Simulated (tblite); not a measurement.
Problem. What does the GFN2-xTB structure of `CO[Si@H](F)c1ccccc1` look like in three dimensions?

Solution. 
```xyz
19
C7H9FOSi angstrom
C      3.5673    0.4209    0.6078
O      2.1832    0.2274    0.5153
Si     1.3509   -0.6112   -0.5809
F      1.7495   -0.0773   -2.0584
C     -0.4517   -0.2386   -0.2337
C     -0.8801    0.3933    0.9306
C     -2.2217    0.6500    1.1486
C     -3.1628    0.2740    0.2051
C     -2.7547   -0.3619   -0.9556
C     -1.4124   -0.6165   -1.1678
H      4.0701   -0.5212    0.8356
H      3.9665    0.8150   -0.3283
H      3.7526    1.1338    1.4113
H      1.7113   -2.0209   -0.6616
H     -0.1479    0.6890    1.6667
H     -2.5361    1.1450    2.0563
H     -4.2108    0.4768    0.3725
H     -3.4847   -0.6585   -1.6949
H     -1.0982   -1.1099   -2.0760
```

Any rigid rotation of these coordinates is as good. Atoms count from 1 in this order. O2 (silyl ether oxygen) is bent (angle 128.8°). Si3 (fluorine-bound silicon) is distorted tetrahedral (angles from 102.0° to 116.1°). The 6-membered ring C5–C6–C7–C8–C9–C10 has internal angles of 118.2° to 121.1° (sum 720°, against 720° for a flat polygon); it is planar, 0.00 Å rms from its mean plane, widest ring torsion 1°. Of the pairs four or more bonds apart, O2···H15 is among the closest relative to their van der Waals radii: 2.64 Å, 97 % of the sum of Bondi's values.

Bonds between heavy atoms (Å): C1–O2 1.401, O2–Si3 1.612, Si3–F4 1.621, Si3–C5 1.873, C5–C6 1.392, C6–C7 1.383, C7–C8 1.385, C8–C9 1.385, C9–C10 1.383, C5–C10 1.392.

Structure optimised with GFN2-xTB, isolated species.

Point group: C1 (no symmetry element, even within 0.4 Å). Its GFN2-xTB frequencies are all real (lowest 20 cm⁻¹). The numbers are those of one conformer (C1–O2–Si3–F4 -54°, O2–Si3–C5–C6 -13°). 3 starts were optimised and ended at 0.00, 0.03 and 1.06 kcal/mol (GFN2-xTB); the lowest of these is shown.

The numbers are calculated, not measured.
